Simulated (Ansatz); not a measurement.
Born–Oppenheimer molecular dynamics of Cl4Ge (5 atoms, charge 0, multiplicity 1). It starts from a relaxed structure.

Theory: RKS PBE/def2-SVP (Ansatz).

```json
{
 "ensemble": "NVE (velocity Verlet)",
 "time step": "2 fs",
 "steps asked": "250",
 "starting velocities drawn for": "300 K",
 "seed": "433827"
}
```

First frame:

```xyz
5
Properties=species:S:1:pos:R:3
Ge 0.001 0.000 0.000
Cl 0.000 0.000 2.148
Cl 2.026 0.000 -0.715
Cl -1.012 1.754 -0.716
Cl -1.012 -1.754 -0.716
```

Question: What does the run give?

Answer: The run went to its last step.

```json
{"steps done": "250", "time covered": "500 fs", "mean temperature over the second half": "140 K", "spread of the potential energy over the second half": "6.7 meV per atom", "mean potential energy of the second half above the start": "12.4 meV per atom"}
```

The conserved energy stayed within 0.035 meV per atom of its start (net change 0.0072 meV per atom), so the integration is sound. Over the second half the temperature averaged 0.47 of the 300 K drawn at the start: a run that starts near a minimum puts about half its kinetic energy into the potential. A run of 0.5 ps of so small a system gives no equilibrium averages.

Question: What happens to the structure?

Answer: The same pairs are bonded in the first frame and the last. Pairs count as bonded within 1.25 times the sum of covalent radii (0.12 Å more for H–H). This is one draw of velocities; another would differ in detail.

Question: How do temperature and energy run in time?

Answer: 
| time (fs) | T (K) | potential energy less start (eV) | conserved less start (meV/atom) |
| --- | --- | --- | --- |
| 0 | 300 | 0.000 | 0.00 |
| 40 | 74 | 0.088 | 0.02 |
| 80 | 167 | 0.051 | 0.01 |
| 120 | 215 | 0.033 | 0.02 |
| 160 | 25 | 0.107 | 0.03 |
| 200 | 233 | 0.026 | 0.02 |
| 240 | 91 | 0.081 | 0.02 |
| 280 | 116 | 0.072 | 0.02 |
| 320 | 265 | 0.014 | 0.01 |
| 360 | 51 | 0.097 | 0.02 |
| 400 | 243 | 0.022 | 0.00 |
| 440 | 171 | 0.050 | 0.02 |
| 480 | 37 | 0.102 | 0.03 |

Run time: 7.1 min on 2 threads of Arm Neoverse V1, on a shared host, peak memory 0.17 GiB.
